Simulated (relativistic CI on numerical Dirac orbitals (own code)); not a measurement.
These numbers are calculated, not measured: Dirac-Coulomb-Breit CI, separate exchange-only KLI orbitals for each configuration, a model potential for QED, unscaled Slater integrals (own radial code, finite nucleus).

Configurations in the expansion: 1s², 1s2s, 1s2p, 1s3s, 1s3p, 1s3d, 1s4s, 1s4p, 1s4d, 1s4f, 1s5s, 1s5p, 1s5d, 1s5f, 1s5g, 1s6s, 1s6p, 1s6d. Levels of other configurations are missing.

Outline of the computed level scheme of Ne IX. Lowest level of each configuration: 1s² ¹S0 at 0.00 eV; 1s2s ³S1 at 903.88 eV; 1s2p ³P°0 at 913.63 eV; 1s3s ³S1 at 1067.85 eV; 1s3p ³P°0 at 1070.52 eV; 1s3d ³D1 at 1071.99 eV; 1s4s ³S1 at 1123.90 eV; 1s4p ³P°0 at 1125.00 eV; 1s4d ³D1 at 1125.60 eV.

Some strong electric-dipole decays among the lowest 27 levels: 1s2p ¹P°1 → 1s² ¹S0 (9.2e+12 s⁻¹); 1s3p ¹P°1 → 1s² ¹S0 (2.7e+12 s⁻¹); 1s4p ¹P°1 → 1s² ¹S0 (1.2e+12 s⁻¹); 1s3d ³D3 → 1s2p ³P°2 (4.4e+11 s⁻¹); 1s3d ¹D2 → 1s2p ¹P°1 (4.1e+11 s⁻¹); 1s3d ³D2 → 1s2p ³P°1 (3.2e+11 s⁻¹); 1s3d ³D1 → 1s2p ³P°0 (2.4e+11 s⁻¹); 1s3d ³D1 → 1s2p ³P°1 (1.8e+11 s⁻¹).

LS names give the leading component of a level, which can be under half, so a name can repeat, a term be missing and a line seem to break the LS rules.
